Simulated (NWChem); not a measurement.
System: MoN₂H₃OCl; SMILES [NH]=[Mo]([NH2])(=[O])[Cl]

Here is an NWChem input.

```
start job
memory heap 200 mb stack 900 mb global 1100 mb
geometry units angstroms noautoz
  Mo    -0.049400     0.241774     0.002811
  O     -0.228361     0.765788     1.582281
  N     -1.389379     0.716519    -0.973712
  H     -2.310561     1.155320    -0.975310
  Cl     0.131515    -2.048235    -0.037291
  N      1.488781     1.072813    -0.783076
  H      1.519859     1.497462    -1.705552
  H      2.321589     1.296455    -0.242452
end
basis spherical
  * library def2-svp
end
ecp
  Mo library def2-ecp
end
dft
  xc mn15
  grid xfine
  iterations 150
  mulliken
end
task dft gradient
```

Parts of the log:

```
             Northwest Computational Chemistry Package (NWChem) 7.3.0
             --------------------------------------------------------

 C1  symmetry detected

                             Geometry "geometry" -> ""
                             -------------------------

 Output coordinates in angstroms (scale by  1.889725989 to convert to a.u.)

  No.       Tag          Charge          X              Y              Z
 ---- ---------------- ---------- -------------- -------------- --------------
    1 Mo                  42.0000    -0.06617914     0.26616637     0.02052214
    2 O                    8.0000    -0.90215238     0.74913929     1.38771968
    3 N                    7.0000    -0.85571488     0.79348517    -1.41930142
    4 H                    1.0000    -1.68497541     1.24964252    -1.80057899
    5 Cl                  17.0000     0.10244725    -2.02485953    -0.01476376
    6 N                    7.0000     1.66472835     1.08937197    -0.00264711
    7 H                    1.0000     2.09045200     1.53897248    -0.80817386
    8 H                    1.0000     2.18656859     1.28189508     0.84968899

 Effective nuclear repulsion energy (a.u.)     581.1873545512

                                 NWChem DFT Module
                                 -----------------

 Summary of "ao basis" -> "ao basis" (spherical)
 ------------------------------------------------------------------------------
       Tag                 Description            Shells   Functions and Types
 ---------------- ------------------------------  ------  ---------------------
 Mo                         def2-svp                11       31   5s3p2d1f
 O                          def2-svp                 6       14   3s2p1d
 N                          def2-svp                 6       14   3s2p1d
 H                          def2-svp                 3        5   2s1p
 Cl                         def2-svp                 8       18   4s3p1d

            General Information
            -------------------
          SCF calculation type: DFT
          Wavefunction type:  closed shell.
          No. of atoms     :     8
          No. of electrons :    56
           Alpha electrons :    28
            Beta electrons :    28
          Charge           :     0
          Spin multiplicity:     1
          Use of symmetry is: off; symmetry adaption is: off
          Maximum number of iterations: 150
          AO basis - number of functions:   106
                     number of shells:    46
          Convergence on energy requested:  1.00D-06
          Convergence on density requested:  1.00D-05
          Convergence on gradient requested:  5.00D-04

              XC Information
              --------------
                         MN15 Method XC Functional
                     Hartree-Fock (Exact) Exchange  0.440
                          MN15 Exchange Functional  1.000
                        MN15 Correlation Potential  1.000

             Grid Information
             ----------------
          Grid used for XC integration:  xfine
          Radial quadrature: Mura-Knowles
          Angular quadrature: Lebedev.
          Tag              B.-S. Rad. Rad. Pts. Rad. Cut. Ang. Pts.
          ---              ---------- --------- --------- ---------
          Mo                  1.45      205          10.0      1454
          O                   0.60      100          11.0      1454
          N                   0.65      100          11.0      1454
          H                   0.35      100          12.0      1202
          Cl                  1.00      125          11.0      1454
          Grid pruning is: on
          Number of quadrature shells:   930
          Spatial weights used:  Erf1

      Superposition of Atomic Density Guess
      -------------------------------------

 Sum of atomic energies:        -721.29286121

      Non-variational initial energy
      ------------------------------

 Total energy =    -712.228067
 1-e energy   =   -1537.408332
 2-e energy   =     555.638858
 HOMO         =      -0.364806
 LUMO         =      -0.036023

     ---------------------------------------------
      Total Density - Mulliken Population Analysis
     ---------------------------------------------

    Atom       Charge   Shell Charges
 -----------   ------   -------------------------------------------------------
    1 Mo  14    11.40  -0.39  1.55  0.87  0.25  0.05  5.95  0.31  0.14  2.19  0.41  0.08
    2 O    8     9.08   1.99  1.16  0.76  3.17  1.99  0.01
    3 N    7     8.02   1.99  1.10  0.57  2.62  1.72  0.01
    4 H    1     0.74   0.58  0.12  0.04
    5 Cl  17    17.47   2.00  1.99  1.23  0.72  5.94  2.18  3.40  0.01
    6 N    7     7.83   1.99  1.04  0.49  2.58  1.73  0.01
    7 H    1     0.73   0.58  0.11  0.04
    8 H    1     0.73   0.58  0.11  0.04

   convergence    iter        energy       DeltaE   RMS-Dens  Diis-err
 ---------------- ----- ----------------- --------- --------- ---------
 d= 0,ls=0.0,diis     1   -713.8971283651 -9.83D+02  3.97D-02  3.68D+00
 d= 0,ls=0.0,diis     2   -709.1033230748  4.79D+00  3.09D-02  4.76D+01
 d= 0,ls=0.0,diis     3   -714.2519590201 -5.15D+00  7.09D-03  4.95D-01
 d= 0,ls=0.0,diis     4   -714.2485589053  3.40D-03  3.86D-03  5.59D-01
 d= 0,ls=0.0,diis     5   -714.3031234664 -5.46D-02  1.16D-03  4.36D-02
  Resetting Diis
 d= 0,ls=0.0,diis     6   -714.3078484160 -4.72D-03  2.96D-04  2.29D-03
 d= 0,ls=0.0,diis     7   -714.3080793571 -2.31D-04  2.06D-04  1.89D-04
 d= 0,ls=0.0,diis     8   -714.3080397242  3.96D-05  1.35D-04  6.03D-04
 d= 0,ls=0.0,diis     9   -714.3080963062 -5.66D-05  4.36D-05  6.71D-05
 d= 0,ls=0.0,diis    10   -714.3081028306 -6.52D-06  1.10D-05  2.87D-06
 d= 0,ls=0.0,diis    11   -714.3081031809 -3.50D-07  8.60D-06  3.76D-07

         Total DFT energy =     -714.308103180867
      One electron energy =    -1542.288286337579
           Coulomb energy =      617.462034205266
    Exchange-Corr. energy =      -59.023258846354
 Nuclear repulsion energy =      269.541407797800

 Numeric. integr. density =       56.000000007677

                       DFT Final Molecular Orbital Analysis
                       ------------------------------------

 Vector   26  Occ=2.000000D+00  E=-3.519356D-01
              MO Center= -1.6D-01, -1.1D+00, -1.1D-01, r^2= 3.4D+00
   Bfn.  Coefficient  Atom+Function         Bfn.  Coefficient  Atom+Function
  ----- ------------  ---------------      ----- ------------  ---------------
    77      0.395321  5 Cl pz                75     -0.321285  5 Cl px
    74      0.315222  5 Cl pz                72     -0.255608  5 Cl px
    71      0.179743  5 Cl pz                51     -0.164699  3 N  pz
    37     -0.163671  2 O  pz                49      0.162071  3 N  px
    35      0.152543  2 O  px                69     -0.145902  5 Cl px

 Vector   27  Occ=2.000000D+00  E=-3.300735D-01
              MO Center= -4.4D-01, -3.3D-01, -5.4D-01, r^2= 3.9D+00
   Bfn.  Coefficient  Atom+Function         Bfn.  Coefficient  Atom+Function
  ----- ------------  ---------------      ----- ------------  ---------------
    77      0.360780  5 Cl pz                51      0.303868  3 N  pz
    74      0.278872  5 Cl pz                50      0.265594  3 N  py
    54     -0.226053  3 N  pz                53     -0.205800  3 N  py
    35     -0.191773  2 O  px                75      0.182366  5 Cl px
    71      0.158791  5 Cl pz                72      0.140997  5 Cl px

 Vector   28  Occ=2.000000D+00  E=-3.254290D-01
              MO Center=  6.6D-01,  3.7D-01, -1.1D-01, r^2= 4.0D+00
   Bfn.  Coefficient  Atom+Function         Bfn.  Coefficient  Atom+Function
  ----- ------------  ---------------      ----- ------------  ---------------
    87      0.388257  6 N  py                90     -0.318858  6 N  py
    75     -0.293718  5 Cl px                72     -0.222382  5 Cl px
    86     -0.188774  6 N  px                36      0.174669  2 O  py
    49     -0.161504  3 N  px                89      0.158305  6 N  px
    51      0.146790  3 N  pz                39      0.129962  2 O  py

 Vector   29  Occ=0.000000D+00  E=-5.413917D-02
              MO Center=  7.0D-02,  2.6D-01, -4.1D-02, r^2= 2.5D+00
   Bfn.  Coefficient  Atom+Function         Bfn.  Coefficient  Atom+Function
  ----- ------------  ---------------      ----- ------------  ---------------
    15      0.641210  1 Mo d -2              19     -0.373391  1 Mo d  2
    75      0.212955  5 Cl px                54      0.195190  3 N  pz
    90     -0.195427  6 N  py                87      0.182695  6 N  py
    51     -0.181698  3 N  pz                17      0.180292  1 Mo d  0
    16     -0.167145  1 Mo d -1              20      0.167483  1 Mo d -2

[...]

                         DFT ENERGY GRADIENTS

    atom               coordinates                        gradient
                 x          y          z           x          y          z
   1 Mo     -0.125060   0.502982   0.038781   -0.001107   0.004128   0.000270
   2 O      -1.704821   1.415668   2.622410    0.000127  -0.000144   0.000026
   3 N      -1.617067   1.499470  -2.682091   -0.000753   0.000570  -0.001896
   4 H      -3.184142   2.361482  -3.402601    0.001612  -0.001007   0.001823
   5 Cl      0.193597  -3.826430  -0.027899    0.000338  -0.003231  -0.000111
   6 N       3.145880   2.058615  -0.005002    0.002118   0.001079  -0.000013
   7 H       3.950381   2.908236  -1.527227   -0.001041  -0.001051   0.002093
   8 H       4.132015   2.422430   1.605679   -0.001294  -0.000345  -0.002192
```

Level: MN15/def2-SVP with def2 effective core potentials on Mo. Structure relaxed at the PBE0/def2-SVP level. No frequency run checked for a minimum. def2 effective core potentials on Mo; no spin-orbit coupling.
